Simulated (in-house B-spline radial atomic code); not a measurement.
# Ionising P⁴⁺ with different functionals

Computed with a radial B-spline atomic code at the basis-set limit: four-component Dirac-Coulomb Hamiltonian, Fermi nucleus of rms radius 3.1889 fm, spin-restricted, spherical fractional occupations for the functionals. The ionisation energy is the difference of two self-consistent energies, [Ne] 3s1 → [He] 2s2 2p6, without Breit or QED terms; ε is the level of the shell that loses the electron (mean over j).

Hybrids are left out here: with spherical fractional occupations of an open shell their exact exchange keeps a self-interaction that integer-occupation calculations don't have.

| method | rung | ΔSCF (eV) | -ε(3s) (eV) |
| --- | --- | --- | --- |
| LDA VWN5 | LDA | 64.95 | 58.67 |
| relativistic LDA | LDA | 64.92 | 58.65 |
| LDA PW92 | LDA | 64.94 | 58.67 |
| LDA exchange-only | LDA | 63.66 | 57.31 |
| PBE | GGA | 65.06 | 58.46 |
| PBEsol | GGA | 64.64 | 58.30 |
| BLYP | GGA | 65.41 | 58.64 |
| RPBE | GGA | 65.06 | 58.24 |
| PW91 | GGA | 65.13 | 58.52 |
| BP86 | GGA | 64.67 | 58.58 |
| AM05 | GGA | 64.49 | 58.24 |
| OLYP | GGA | 65.14 | 57.93 |

Problem. How do they compare with the NIST value?

Solution. NIST lists 65.025 eV (measured, ground level to ground level). Errors run from -1.36 to +0.38 eV; PBE is closest (+0.03 eV), but part of that can be cancellation, since the calculations leave out Breit-QED terms, spin polarisation.
